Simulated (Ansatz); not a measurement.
The same ligand exchange along the group B, Al, Ga.

Computed with Ansatz on PBE0-D4/def2-TZVP structures; ΔE is electronic, products minus reactants. CCSD(T)/CBS adds triple-zeta CCSD(T) − MP2 to the extrapolated MP2 energy (def2 sets, frozen cores). Small cases extrapolate CCSD(T) itself. Functionals use def2-TZVPP. For Ga outer-core shells are correlated without core-valence functions, which leaves a few kJ/mol of doubt a bond. Scalar relativity is left out up to krypton. One conformer a species, not always the lowest.

| reaction | B2PLYP (eV) | PBE0-D4 (eV) | ωB97X-V (eV) | MP2/CBS(def2) (eV) | CCSD(T)/CBS(def2) (eV) |
| --- | --- | --- | --- | --- | --- |
| `OB(Cl)Cl` + CH₃OH → `COB(O)Cl` + HCl | -0.54 | -0.49 | -0.54 | -0.51 | -0.55 |
| `[OH][Al]([Cl])[Cl]` + CH₃OH → `C[O][Al]([OH])[Cl]` + HCl | 0.25 | 0.32 | 0.28 | 0.29 | 0.28 |
| `[OH][Ga]([Cl])[Cl]` + CH₃OH → `C[O][Ga]([OH])[Cl]` + HCl | 0.61 | 0.68 | 0.62 | 0.60 | 0.59 |

Largest T1 diagnostic: 0.013, for `C[O][Ga]([OH])[Cl]`.

Extrapolated directly: `OB(Cl)Cl` + CH₃OH → `COB(O)Cl` + HCl.
